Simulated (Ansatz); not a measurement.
**A rate constant, worked out**

An elementary step of GeH$_{4}$S, closed shell (GeH₄S ([SH2][GeH2]) → GeH₂S ([SH][GeH]) + H₂; Ge–H, H–S broken or loosened, H–H formed or tightened). The start structure is the reactant molecule, and the electronic barrier above it is 0.639 eV by CCSD(T) at an estimated basis limit (MP2 extrapolated from triple and quadruple zeta, plus CCSD(T) − MP2 in triple zeta). Computed with Ansatz 0.2.0 (basis: def2-TZVPP and def2-QZVPP); correlated methods freeze the cores. Filled d shells of the heavier atoms are correlated. The def2 sets are not built for correlating such inner shells, so the correlated values are less sure here. Extrapolation: Hartree–Fock as exp(−7.88 √X), correlation as X^−2.97. Harmonic wavenumbers at PBE0-D4/def2-TZVP (Ansatz 0.2.0), in cm⁻¹:

Start: 175, 203, 386, 417, 628, 716, 904, 1212, 1905, 1916, 2695, 2709.

Saddle: 1019i, 287, 355, 571, 696, 849, 990, 1131, 1443, 1681, 1942, 2727.

Work out the transition-state-theory rate constant at 700 K from these numbers alone (harmonic vibrations; rotation, path degeneracy and anharmonicity left out), and the Wigner tunnelling factor. Use 1 cm⁻¹ = 1.2398 × 10⁻⁴ eV and k_B = 8.617 × 10⁻⁵ eV/K.

Zero-point energies, half the sums: start 13866/2 cm⁻¹ = 0.8596 eV; saddle, real modes only, 12672/2 cm⁻¹ = 0.7856 eV.
Barrier with zero-point energy: 0.639 + 0.7856 − 0.8596 = 0.5650 eV.
k_BT = 0.06032 eV, so the barrier is 9.37 k_BT.
Vibrational partition functions from the zero-point level, ln q = −Σ ln(1 − exp(−hν/k_BT)): start 4.313, saddle 2.652.
k = (k_BT/h) exp(ln q‡ − ln q) exp(−E0/k_BT), with log₁₀(k_BT/h in s⁻¹) = 13.16: log₁₀ k = 13.16 + (-1.661 − 9.37)/2.3026 = 8.37, so k ≈ 2 × 10^(8) s⁻¹.
Wigner factor: 1 + (hν‡/k_BT)²/24 = 1 + (2.09)²/24 = 1.18. A change of 1 kcal/mol (0.043 eV) in the barrier would change k by a factor of 2.1 at this temperature.

The T1 diagnostic stays at or below 0.015.

Labels in which every atom is bracketed show which atoms are joined, not bond orders.

For scale, one of the runs: CCSD(T)/def2-TZVPP, 146 basis functions, launched by `ansatz run in.yaml --threads 2 --pin off --events-out ev --progress --plain --max-ram 4352MiB`. Time: 13 s of wall clock on 2 CPU threads of an Arm Neoverse V2; the host was shared. Peak host memory: 0.83 GiB.
